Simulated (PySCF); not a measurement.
## Correlation energy of La (lanthanum, neutral)

[Xe] 5d1 6s1 6p1, one real determinant (an excited configuration). Calculation: PySCF 2.14, in cc-pVDZ-X2C (8s7p5d3f1g, 84 functions); scalar relativity by spin-free X2C-1e. Frozen: [Kr] 4d10; 11 electrons correlated.

```csv
level,correlation energy (mhartree)
CCSD,-228.09
(T),-7.57
CCSD(T),-235.66
```

Diagnostics: T1 = 0.023, D1 = 0.0991, largest double amplitude 0.051.

Problem. Is a single reference adequate?

Solution. Yes, within this model without spin-orbit coupling: T1 lies below 0.03 and no double amplitude reaches 0.07.

The basis was made for the ground configuration and has no added diffuse functions, which can raise the energy of the promoted electron.

The reference is one real determinant that mixes LS terms of this configuration.
